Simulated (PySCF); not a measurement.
CH3Li, charge +1, doublet, at a GFN2-xTB geometry (such geometries of metal compounds can be far from the true shape) (a state made from the parent by changing its charge; the spin is typed, not shown lowest); PySCF with B3LYP/def2-SV(P).

Here is a job for PySCF.
```python
from pyscf import gto, scf, dft

mol = gto.Mole()
mol.atom = '''
    Li   -1.19438020   -0.71097745   -1.04751341
    C     0.34992791    0.20830122    0.30689908
    H     0.76466404   -0.67114483    0.78102667
    H    -0.26665636    0.84273862    0.92942732
    H     0.98556544    0.71153123   -0.40930822
'''
mol.basis = 'def2-sv(p)'
mol.charge = 1
mol.spin = 1
mol.verbose = 4
mol.build()

mf = dft.UKS(mol)
mf.xc = 'b3lyp'
mf.kernel()
mf.analyze()
```

It wrote (shortened):

```
PySCF version 2.14.0

[INPUT] verbose = 4
[INPUT] num. atoms = 5
[INPUT] num. electrons = 11
[INPUT] charge = 1
[INPUT] spin (= nelec alpha-beta = 2S) = 1
[INPUT] symmetry False subgroup None
[INPUT] Mole.unit = angstrom
[INPUT] Symbol           X                Y                Z      unit          X                Y                Z       unit  Magmom
[...]
nuclear repulsion = 15.6786456235872
number of shells = 17
number of NR pGTOs = 52
number of NR cGTOs = 29
basis = def2-sv(p)
ecp = {}

******** <class 'pyscf.dft.uks.UKS'> ********
method = UKS
initial guess = minao
damping factor = 0
level_shift factor = 0
DIIS = <class 'pyscf.scf.diis.CDIIS'>
diis_start_cycle = 1
diis_space = 8
diis_damp = 0
SCF conv_tol = 1e-09
SCF conv_tol_grad = None
SCF max_cycles = 50
direct_scf = True
direct_scf_tol = 1e-13
number electrons alpha = 6  beta = 5
XC library pyscf.dft.libxc version 7.1.2
    S. Lehtola, C. Steigemann, M. J. T. Oliveira, and M. A. L. Marques,  SoftwareX 7, 1–5 (2018)
XC functionals = b3lyp
    P. J. Stephens, F. J. Devlin, C. F. Chabalowski, and M. J. Frisch,  J. Phys. Chem. 98, 11623 (1994)
radial grids:
    Treutler-Ahlrichs [JCP 102, 346 (1995); DOI:10.1063/1.469408] (M4) radial grids

becke partition: Becke, JCP 88, 2547 (1988); DOI:10.1063/1.454033
pruning grids: <function nwchem_prune>
grids dens level: 3
symmetrized grids: False
atomic radii adjust function: <function treutler_atomic_radii_adjust>
small_rho_cutoff = 0
Set gradient conv threshold to 3.16228e-05
tot grids = 57264
init E= -47.1782690274464

cycle= 1 E= -47.1019987894252  delta_E= 0.0763  |g|= 0.0813  |ddm|= 1.27
cycle= 2 E= -47.1047635836776  delta_E= -0.00276  |g|= 0.0544  |ddm|= 0.16
cycle= 3 E= -47.1063883775253  delta_E= -0.00162  |g|= 0.0149  |ddm|= 0.0668
cycle= 4 E= -47.1065244287707  delta_E= -0.000136  |g|= 0.00232  |ddm|= 0.0152
cycle= 5 E= -47.106529008821  delta_E= -4.58e-06  |g|= 0.000641  |ddm|= 0.00327
cycle= 6 E= -47.1065296954126  delta_E= -6.87e-07  |g|= 5.67e-05  |ddm|= 0.00173
cycle= 7 E= -47.1065297003794  delta_E= -4.97e-09  |g|= 6.78e-06  |ddm|= 0.000157
cycle= 8 E= -47.106529700436  delta_E= -5.66e-11  |g|= 8.27e-07  |ddm|= 1.68e-05
Extra cycle  E= -47.1065297004368  delta_E= -7.96e-13  |g|= 3.18e-07  |ddm|= 1.63e-06
converged SCF energy = -47.1065297004368  <S^2> = 0.75230561  2S+1 = 2.0023043
**** SCF Summaries ****
Total Energy =                         -47.106529700436781
Nuclear Repulsion Energy =              15.678645623587233
One-electron Energy =                  -90.616916736532659
Two-electron Energy =                   27.831741412508652
Two-electron Coulomb Energy =           36.012224251977621
DFT Exchange-Correlation Energy =       -8.180482839468969
**** MO energy ****
                             alpha | beta                alpha | beta
[...]
To work with the spin densities directly, `use mulliken_meta_spin()` only printing them here.

 ** Mulliken spin pop alpha/beta on meta-lowdin orthogonal AOs **
 ** Mulliken Spin Density (per AO)  **
spin_pop of  0 Li 1s        0.00008
spin_pop of  0 Li 2s        0.04417
spin_pop of  0 Li 3s        0.00150
spin_pop of  0 Li 2px       0.00323
spin_pop of  0 Li 2py       0.00115
spin_pop of  0 Li 2pz       0.00249
spin_pop of  0 Li 3px       0.00366
spin_pop of  0 Li 3py       0.00131
spin_pop of  0 Li 3pz       0.00282
spin_pop of  1 C 1s       -0.00001
spin_pop of  1 C 2s        0.05089
spin_pop of  1 C 3s        0.00372
spin_pop of  1 C 2px       0.42995
spin_pop of  1 C 2py       0.16378
spin_pop of  1 C 2pz       0.33482
spin_pop of  1 C 3px       0.00293
spin_pop of  1 C 3py       0.00099
spin_pop of  1 C 3pz       0.00224
spin_pop of  1 C 3dxy     -0.00012
spin_pop of  1 C 3dyz     -0.00011
spin_pop of  1 C 3dz^2     0.00003
spin_pop of  1 C 3dxz     -0.00024
spin_pop of  1 C 3dx2-y2    0.00000
spin_pop of  2 H 1s       -0.01684
spin_pop of  2 H 2s        0.00042
spin_pop of  3 H 1s       -0.01684
spin_pop of  3 H 2s        0.00042
spin_pop of  4 H 1s       -0.01685
spin_pop of  4 H 2s        0.00042
 ** Mulliken Spin Density (per atom)  **
spin density of  0 Li =      0.06040
spin density of  1 C =      0.98887
spin density of  2 H =     -0.01642
spin density of  3 H =     -0.01642
spin density of  4 H =     -0.01643
 ** Mulliken pop alpha/beta on meta-lowdin orthogonal AOs **
 ** Mulliken pop       alpha | beta **
[...]
In total             6.00000 | 5.00000
 ** Mulliken atomic charges   ( Nelec_alpha | Nelec_beta ) **
charge of  0Li =      0.91126  (     1.07457      1.01417 )
charge of  1C =     -0.34727  (     3.66807      2.67920 )
charge of  2H =      0.14534  (     0.41912      0.43554 )
charge of  3H =      0.14534  (     0.41912      0.43554 )
charge of  4H =      0.14533  (     0.41912      0.43555 )

WARN: System has nonzero charge 1; the dipole moment is origin-dependent.
Location of origin: [0. 0. 0.]

Dipole moment(X, Y, Z, Debye): -4.51893, -2.69000, -3.96324
```
